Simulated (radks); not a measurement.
Values are calculated unless marked as measured or tabulated.
Problem. The mean radii <r> (bohr) of the occupied orbitals of an atom or ion are listed with their occupations. Level of theory: Dirac Kohn-Sham, LDA (Slater exchange, Perdew-Wang correlation), spin-unpolarised, spherical densities, point nucleus (a radial shooting solver on a logarithmic mesh with Libxc functionals).

orbital  occ.      <r>
1s1/2       2  0.04867
2s1/2       2   0.2180
2p1/2       2   0.1885
2p3/2       4   0.1920
3s1/2       2   0.6530
3p1/2       2   0.6726
3p3/2       4   0.6836
3d3/2       4   0.8043
3d5/2       6   0.8106
4s1/2       2    2.204

Name the element and its charge. Open shells, if any, fill j = l - 1/2 first.

Solution. Z = 31, gallium, charge +1: Ga+ in [Ar] 3d10 4s2. The 1s radius gives Z: for a bare nucleus <r> = (2 gamma + 1)/(2Z) with gamma = sqrt(1 - (Z/c)^2), 0.04755 bohr for Z = 31, and screening makes it slightly larger (0.04867 here). The occupations add up to 30, and the charge is Z minus that.
